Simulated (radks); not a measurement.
Q: The platinum ion Pt24+, 54 electrons, occupied as [Ar] 3d10 4s2 4p5.75 4d10 4f8 5f0.25 (fractional occupations, a model configuration). Calculated with a radial shooting solver on a logarithmic mesh with Libxc functionals: Dirac Kohn-Sham, XLYP, spin-unpolarised, spherical densities, finite nucleus; open shells are shared between the two j in proportion to 2j + 1; Fermi nuclear charge, rms radius 5.427 fm. Some entries of the table are withheld. Estimate them.

| orbital | occ. | eigenvalue (eV) | r(max) (bohr) | <r> (bohr) |
|---|---|---|---|---|
| 1s1/2 | 2 | -79011.88 | 0.01062 | 0.01715 |
| 2s1/2 | 2 | -14465.76 | 0.06143 | 0.07170 |
| 2p1/2 | 2 | (1) | 0.04531 | 0.05905 |
| 2p3/2 | 4 | (2) | 0.05258 | 0.06748 |
| 3s1/2 | 2 | -3945.454 | 0.1728 | (3) |
| 3p1/2 | 2 | -3690.736 | 0.1613 | 0.1765 |
| 3p3/2 | 4 | -3309.161 | 0.1761 | 0.1918 |
| 3d3/2 | 4 | (4) | 0.1373 | 0.1672 |
| 3d5/2 | 6 | (5) | 0.1413 | 0.1719 |
| 4s1/2 | 2 | -1371.749 | 0.3855 | 0.4044 |
| 4p1/2 | 1.91667 | -1262.521 | 0.3831 | (6) |
| 4p3/2 | 3.83333 | -1164.242 | 0.4114 | (7) |
| 4d3/2 | 4 | -984.4586 | (8) | 0.4342 |
| 4d5/2 | 6 | -965.1463 | (9) | 0.4430 |
| 4f5/2 | 3.42857 | -736.0325 | 0.3560 | 0.4334 |
| 4f7/2 | 4.57143 | -731.3394 | 0.3595 | 0.4374 |
| 5f5/2 | 0.107143 | -414.8551 | 0.9506 | 0.9633 |
| 5f7/2 | 0.142857 | -413.3574 | 0.9558 | 0.9678 |

A: 
(1) 2p1/2 eigenvalue (eV): -13899.44
(2) 2p3/2 eigenvalue (eV): -12169.50
(3) 3s1/2 <r> (bohr): 0.1863
(4) 3d3/2 eigenvalue (eV): -2883.973
(5) 3d5/2 eigenvalue (eV): -2801.694
(6) 4p1/2 <r> (bohr): 0.4049
(7) 4p3/2 <r> (bohr): 0.4342
(8) 4d3/2 r(max) (bohr): 0.4014
(9) 4d5/2 r(max) (bohr): 0.4097
